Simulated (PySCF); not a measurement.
**Computed vibrations of [Eu(OH)4]−**

[Eu(OH)4]− (singlet in the valence; each metal's 4f electrons, 6 of them, lie in its core potential, out of spins and levels). PySCF 2.14.0, RKS PBE0, Eu lcecp-1-SVP with ECP52, O def2-SVP, H def2-SVP; non-relativistic Hamiltonian with scalar-relativistic core potentials where named; density fitting; no spin-orbit coupling. Central differences of gradients.

```xyz
9

Eu    0.0000    0.0000    0.0000
O     1.3650    1.1002    1.2420
H     1.9401    1.6277    1.7902
O    -1.3650   -1.1002    1.2420
H    -1.9401   -1.6277    1.7902
O     1.1002   -1.3650   -1.2420
H     1.6277   -1.9401   -1.7902
O    -1.1002    1.3650   -1.2420
H    -1.6277    1.9401   -1.7902
```

Run from Python with OMP_NUM_THREADS=2. Where DIIS fails, smearing, a level shift and second-order steps follow.
It took 2.5 min on 2 threads of Intel(R) Xeon(R) CPU @ 2.60GHz (Ice Lake), on a shared host.

Q: What are the harmonic wavenumbers and infrared intensities?

A: Negative numbers are unstable modes, those under 60 cm⁻¹ near the noise; a finer grid moves soft modes by up to 10 cm⁻¹. The run didn't use the full symmetry, so degenerate modes split by noise.
| cm⁻¹ | km/mol |
| --- | --- |
| 98 | 38.6 |
| 99 | 40.4 |
| 99 | 40.4 |
| 115 | 0.0 |
| 118 | 0.1 |
| 126 | 0.4 |
| 126 | 0.4 |
| 127 | 0.0 |
| 194 | 0.0 |
| 195 | 10.6 |
| 223 | 326.8 |
| 225 | 331.2 |
| 225 | 331.2 |
| 503 | 187.8 |
| 503 | 187.8 |
| 503 | 186.4 |
| 544 | 0.0 |
| 4026 | 20.1 |
| 4026 | 20.1 |
| 4026 | 19.9 |
| 4027 | 0.0 |

Q: Is this a minimum?

A: Yes. Ideal gas at 298.15 K and 1 bar: S = 457.6 J/(mol K), Cp = 156.7 J/(mol K), H − H(0 K) = 34.2 kJ/mol (rigid rotor, harmonic modes, spin degeneracy alone, that of the 4f electrons in the core included).

An lcecp potential fixes the number of 4f electrons, so in runs with it no electron can move into or out of that shell.
